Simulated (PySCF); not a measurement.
Point-charge models of `O[Si@@]1([C@@H]2CCN2)CCO1` against its computed dipole.

Coordinates (GFN2-xTB, Å) and charges (e) from the PBE0/pcSseg-1 density (PySCF):

```json
{"atom": "O1", "x": "0.556", "y": "-1.806", "z": "-1.273", "Mulliken": "-0.5325", "IAO": "-0.7870", "Hirshfeld": "-0.3128", "ESP-fitted": "-0.6295"}
{"atom": "Si2", "x": "0.866", "y": "-0.337", "z": "-0.656", "Mulliken": "+1.2153", "IAO": "+1.4232", "Hirshfeld": "+0.4788", "ESP-fitted": "+0.9189"}
{"atom": "C3", "x": "-0.793", "y": "0.590", "z": "-0.657", "Mulliken": "-0.3450", "IAO": "-0.3194", "Hirshfeld": "-0.0753", "ESP-fitted": "+0.1761"}
{"atom": "C4", "x": "-1.695", "y": "0.477", "z": "0.586", "Mulliken": "-0.2472", "IAO": "-0.2685", "Hirshfeld": "-0.0707", "ESP-fitted": "-0.3375"}
{"atom": "C5", "x": "-2.776", "y": "-0.070", "z": "-0.350", "Mulliken": "-0.0001", "IAO": "-0.1457", "Hirshfeld": "-0.0232", "ESP-fitted": "+0.2785"}
{"atom": "N6", "x": "-1.783", "y": "-0.208", "z": "-1.420", "Mulliken": "-0.5145", "IAO": "-0.4347", "Hirshfeld": "-0.1588", "ESP-fitted": "-0.6903"}
{"atom": "C7", "x": "2.090", "y": "-0.289", "z": "0.803", "Mulliken": "-0.6006", "IAO": "-0.6092", "Hirshfeld": "-0.1811", "ESP-fitted": "-0.6503"}
{"atom": "C8", "x": "3.019", "y": "0.367", "z": "-0.217", "Mulliken": "+0.0715", "IAO": "-0.0440", "Hirshfeld": "-0.0006", "ESP-fitted": "+0.2998"}
{"atom": "O9", "x": "2.163", "y": "0.418", "z": "-1.365", "Mulliken": "-0.6072", "IAO": "-0.6810", "Hirshfeld": "-0.2708", "ESP-fitted": "-0.6073"}
{"atom": "H10", "x": "-0.356", "y": "-1.964", "z": "-1.527", "Mulliken": "+0.2514", "IAO": "+0.3649", "Hirshfeld": "+0.1432", "ESP-fitted": "+0.3474"}
{"atom": "H11", "x": "-0.718", "y": "1.624", "z": "-1.004", "Mulliken": "+0.1352", "IAO": "+0.1359", "Hirshfeld": "+0.0379", "ESP-fitted": "+0.0204"}
{"atom": "H12", "x": "-1.928", "y": "1.412", "z": "1.090", "Mulliken": "+0.1341", "IAO": "+0.1445", "Hirshfeld": "+0.0450", "ESP-fitted": "+0.0952"}
{"atom": "H13", "x": "-1.344", "y": "-0.250", "z": "1.313", "Mulliken": "+0.1243", "IAO": "+0.1382", "Hirshfeld": "+0.0422", "ESP-fitted": "+0.0872"}
{"atom": "H14", "x": "-3.221", "y": "-1.028", "z": "-0.072", "Mulliken": "+0.1205", "IAO": "+0.1363", "Hirshfeld": "+0.0370", "ESP-fitted": "+0.0006"}
{"atom": "H15", "x": "-3.577", "y": "0.648", "z": "-0.555", "Mulliken": "+0.1093", "IAO": "+0.1236", "Hirshfeld": "+0.0390", "ESP-fitted": "+0.0043"}
{"atom": "H16", "x": "-2.048", "y": "0.175", "z": "-2.320", "Mulliken": "+0.1756", "IAO": "+0.2452", "Hirshfeld": "+0.1140", "ESP-fitted": "+0.3144"}
{"atom": "H17", "x": "1.865", "y": "0.345", "z": "1.654", "Mulliken": "+0.1344", "IAO": "+0.1476", "Hirshfeld": "+0.0354", "ESP-fitted": "+0.1350"}
{"atom": "H18", "x": "2.453", "y": "-1.246", "z": "1.160", "Mulliken": "+0.1446", "IAO": "+0.1559", "Hirshfeld": "+0.0403", "ESP-fitted": "+0.1688"}
{"atom": "H19", "x": "3.326", "y": "1.381", "z": "0.040", "Mulliken": "+0.1127", "IAO": "+0.1352", "Hirshfeld": "+0.0389", "ESP-fitted": "+0.0129"}
{"atom": "H20", "x": "3.896", "y": "-0.230", "z": "-0.464", "Mulliken": "+0.1182", "IAO": "+0.1388", "Hirshfeld": "+0.0421", "ESP-fitted": "+0.0555"}
```

Compute μ = Σ q r for each scheme (1 e·Å = 4.803 D) and compare with the dipole of the full density.

The full density gives (-2.93, 1.47, 1.61) D, 3.65 D in size; dipole vectors point from the negative to the positive end.

| scheme | μx | μy | μz | size (D) | share of the full size (%) | angle to the full dipole (°) |
| --- | --- | --- | --- | --- | --- | --- |
| Mulliken | -1.42 | 0.67 | 3.25 | 3.61 | 99 | 38 |
| IAO | -2.99 | 1.29 | 2.89 | 4.36 | 119 | 16 |
| Hirshfeld | -2.18 | 0.70 | 0.94 | 2.47 | 68 | 9 |
| ESP-fitted | -2.92 | 1.44 | 1.62 | 3.64 | 100 | 1 |

Which set comes closest?

Length of the difference vector: ESP-fitted 0.04 D, Hirshfeld 1.27 D, IAO 1.30 D, Mulliken 2.37 D. Closest: ESP-fitted. 

What is left for the Hirshfeld atoms' own dipoles?

The Hirshfeld atoms' densities add up to the full density, so μ = Σ q r + Σ (atomic dipoles). The atomic dipoles sum to (-2.93, 1.47, 1.61) − (-2.18, 0.70, 0.94) = (-0.75, 0.77, 0.67) D, 1.27 D in size.

With the origin at the mean of the coordinates, (0.000, 0.001, -0.262) Å, which are the largest single terms, by size, of the IAO dipole along the direction of the full one?

Si2 -6.87, O9 +6.72, O1 +6.11, C7 +3.89, C4 -2.48 D; all 20 atoms together +4.19 D. The single terms depend on the origin, their sum doesn't.

Give the size of the full dipole in other units.

3.65 D = 1.437 au = 0.760 e·Å = 12.18 × 10⁻³⁰ C·m.

One conformer (not necessarily the lowest) at the GFN2-xTB geometry, without solvent, vibrations or thermal averaging.

These values come from a run that also computed NMR shieldings. Time: 85 s; peak memory 1.0 GiB. Hardware: one thread, Intel Xeon at 2.70 GHz (x86_64) (shared host).

The values belong to the conformer `[OH:1][Si@@:2]1([C@@H:3]2[CH2:4][CH2:5][NH:6]2)[CH2:7][CH2:8][O:9]1`: O1–Si2–C3–C4 90°, H–O1–Si2–C3 0°.
